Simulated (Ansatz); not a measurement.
Breaking a bond: NB, triplet.

Computed with Ansatz (a program for electronic structure) with full CI/cc-pVDZ, frozen core.

Task: Relative to R = 1.35 Å, what are the energies at R = 1.11, 1.22, 1.28, 1.48 Å?

Result: 2.383 eV at 1.11 Å, 0.542 eV at 1.22 Å, 0.138 eV at 1.28 Å, 0.309 eV at 1.48 Å.

The scan ran from 1.11 to 5.22 Å; beyond the distances shown full CI changes its symmetry label.
